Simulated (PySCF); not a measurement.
**Molecular orbitals of BeSb⁺**

BP86 at R = 2.360 Å; Be x2c-SVPall, Sb x2c-SVPall; spin-free X2C with a Gaussian nucleus (PySCF 2.14). State: ³Σ⁻ (triplet), unpaired electrons π ↑↑. Only the outer orbitals are listed, counted within each symmetry.

```json
{"spin": "α", "orbital": "11σ", "occ.": "1", "ε (eV)": "-19.59", "on Be (%)": "7", "main shells (%)": "91 Sb s"}
{"spin": "α", "orbital": "12σ", "occ.": "1", "ε (eV)": "-13.13", "on Be (%)": "46", "main shells (%)": "46 Sb p, 43 Be s"}
{"spin": "α", "orbital": "6π", "occ.": "1", "ε (eV)": "-11.29", "on Be (%)": "14", "main shells (%)": "85 Sb p, 14 Be p"}
{"spin": "α", "orbital": "6π", "occ.": "1", "ε (eV)": "-11.29", "on Be (%)": "14", "main shells (%)": "85 Sb p, 14 Be p"}
{"spin": "α", "orbital": "13σ", "occ.": "0", "ε (eV)": "-10.07", "on Be (%)": "79", "main shells (%)": "42 Be s, 37 Be p, 21 Sb p"}
{"spin": "α", "orbital": "7π", "occ.": "0", "ε (eV)": "-7.91", "on Be (%)": "82", "main shells (%)": "82 Be p, 16 Sb p"}
{"spin": "α", "orbital": "7π", "occ.": "0", "ε (eV)": "-7.91", "on Be (%)": "82", "main shells (%)": "82 Be p, 16 Sb p"}
{"spin": "β", "orbital": "11σ", "occ.": "1", "ε (eV)": "-18.55", "on Be (%)": "10", "main shells (%)": "89 Sb s"}
{"spin": "β", "orbital": "12σ", "occ.": "1", "ε (eV)": "-12.60", "on Be (%)": "48", "main shells (%)": "46 Be s, 43 Sb p"}
{"spin": "β", "orbital": "6π", "occ.": "0", "ε (eV)": "-10.01", "on Be (%)": "25", "main shells (%)": "74 Sb p, 25 Be p"}
{"spin": "β", "orbital": "6π", "occ.": "0", "ε (eV)": "-10.01", "on Be (%)": "25", "main shells (%)": "74 Sb p, 25 Be p"}
{"spin": "β", "orbital": "13σ", "occ.": "0", "ε (eV)": "-9.81", "on Be (%)": "79", "main shells (%)": "42 Be p, 36 Be s, 21 Sb p"}
```

Q: Which are the highest filled and the lowest empty level, where do they sit, and how wide is the gap?

A: Highest filled α 6π at -11.29 eV (in %: 85 Sb p, 14 Be p); lowest empty α 13σ at -10.07 eV (in %: 42 Be s, 37 Be p, 21 Sb p); the gap at BP86 is 1.22 eV.

| Property | Result |
| --- | --- |
| bond order (Mayer) | 1.54 |
| ⟨S²⟩ | 2.002 |
| charge on Be (Mulliken, basis-dependent) | 0.59 |
| charge on Be (Löwdin, basis-dependent) | 0.44 |
| dipole moment (positive dipole points towards Sb; it is taken about the centre of mass and depends on that origin) | -6.74 D |

Spin–orbit coupling is left out. The state is the lowest determinant that a PBE0 search found; another state may lie lower at other levels.
